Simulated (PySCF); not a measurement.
**Computed data sheet: `CSc1ccoc1`**

C5H6OS.
SMILES with atom numbers: `[CH3:1][S:2][c:3]1[cH:4][cH:5][o:6][cH:7]1` (hydrogens: H8, H9, H10 on C1; H11 on C4; H12 on C5; H13 on C7)

Among its groups: aromatic ring with oxygen and sulfide.

**GFN2-xTB geometry**

- Point group of the GFN2-xTB geometry: Cs
- Rotational constants A, B, C of the GFN2-xTB geometry: 5.891, 1.507, 1.209 GHz

From PBE0/pcSseg-1 ground state and GIAO shieldings, non-relativistic (PySCF):

* Dipole moment: 0.93 D
* HOMO energy: -6.02 eV
* LUMO energy: 0.27 eV
* HOMO–LUMO gap: 6.29 eV
* Lowest Hirshfeld atomic charge: -0.12 e on C1
* Highest Hirshfeld atomic charge: +0.07 e on H12
* 13C chemical shifts (computed TMS as zero) by class: 148.6 (C5), 137.5 (C7), 132.2 (C3), 116.3 (C4), 19.3 (C1) ppm
* 1H chemical shifts (computed TMS as zero) by class: 7.50 (H12), 6.89 (H13), 6.53 (H11), 2.35 (H8/H9/H10) ppm
* Isotropic shieldings of nuclei other than C and H, by class: 38 (O6), 539 (S2) ppm
* Mayer bond orders between heavy atoms: C1–S2 1.01, S2–C3 1.02, C3–C4 1.23, C4–C5 1.61, C5–O6 1.09, O6–C7 1.05, C7–C3 1.53

Monoisotopic mass from the formula: 114.0139 u.

With B = h/(8π²I), that is 505.379 GHz u Å² over I, the principal moments of inertia are 85.8, 335.3 and 417.9 u Å² (most abundant isotopes); the inertial defect Ic − Ia − Ib is -3.2 u Å² (zero for a rigid planar frame, negative otherwise). The dipole equals about 3.1 × 10⁻³⁰ C·m (1 D = 3.33564 × 10⁻³⁰ C·m). The rotational constants make it an asymmetric top with κ = (2B − A − C)/(A − C) = -0.87, nearer the prolate limit (−1).

Geometry: GFN2-xTB, one conformer, isolated molecule.

For the NMR shielding job (PBE0/pcSseg-1), time: 13 s wall. Hardware: an Arm Neoverse V2 with one thread, on a shared host.

Shape of the structure used: `[CH3:1][S:2][c:3]1[cH:4][cH:5][o:6][cH:7]1`: C1–S2–C3–C4 180°.
